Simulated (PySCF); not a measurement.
SMILES Fc1ccccc1-c1cc2sccc2s1 (GFN2-xTB optimised geometry):

```
22

F     -1.181    -2.770     0.000
C      0.132    -2.453     0.000
C      1.028    -3.503     0.000
C      2.387    -3.246     0.000
C      2.830    -1.933     0.000
C      1.924    -0.893     0.000
C      0.542    -1.115     0.000
C     -0.380     0.002     0.000
C     -1.750     0.002     0.000
C     -2.276     1.303     0.000
S     -3.870     1.973     0.000
C     -3.211     3.575     0.000
C     -1.853     3.610     0.000
C     -1.315     2.308     0.000
S      0.273     1.640     0.000
H      0.645    -4.512     0.000
H      3.091    -4.063     0.000
H      3.888    -1.719     0.000
H      2.282     0.125     0.000
H     -2.361    -0.879     0.000
H     -3.888     4.406     0.000
H     -1.269     4.512     0.000
```

Level of theory: PBE/def2-SVP (PySCF 2.14.0).

Task: What are the frontier orbital energies and the dipole moment?

Result: HOMO-2 -6.27 eV, HOMO-1 -5.61 eV, HOMO -5.07 eV, LUMO -2.17 eV, LUMO+1 -1.09 eV; dipole moment 0.89 D.

Meta-Löwdin charges at PBE/def2-SVP: F1 -0.24, C2 0.26, C3 -0.14, C4 -0.10, C5 -0.11, C6 -0.11, C7 -0.03, C8 -0.09, C9 -0.14, C10 -0.12, S11 0.25, C12 -0.23, C13 -0.14, C14 -0.12, S15 0.22, H16 0.12, H17 0.11, H18 0.11, H19 0.11, H20 0.13, H21 0.13, H22 0.12.
